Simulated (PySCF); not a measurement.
PbBr₂, SMILES [Br][Pb][Br] (connectivity only; charge and spin as stated), neutral, multiplicity 1. Atoms are numbered in the order given.

```xyz
3

Pb     0.0000     0.0000     0.7746
Br     0.0000     2.0286    -0.9074
Br     0.0000    -2.0286    -0.9074
```
Charge 0, spin multiplicity 1.

Geometry: r2SCAN-D4/def2-SVP. The isomer is the one that the SMILES or the coordinates give; other isomers of the formula were not compared. The def2 effective core potentials stand for the cores of Pb; spin–orbit coupling is left out.

Calculation: C-PCM-ωB97X/def2-SVP (PySCF).

The values are the electrostatic part of the solvation free energy, E(continuum) − E(gas) at the gas-phase geometry, in a cavity of scaled van der Waals radii (PySCF's table); cavitation and dispersion terms are not included. A continuum can't describe solvent molecules that bind to the metal. In vacuum the orbital gap is 8.31 eV. The dipole moment in vacuum is 4.65 D.

Computed values in water (ε = 78.36), acetonitrile (ε = 35.69), 2-propanol (ε = 19.26):
```tsv
solvent	ε	ΔG(elec) (kcal/mol)	dipole (D)	gap (eV)
water	78.36	-12.5	7.00	8.97
acetonitrile	35.69	-12.2	6.95	8.95
2-propanol	19.26	-11.8	6.88	8.93
```
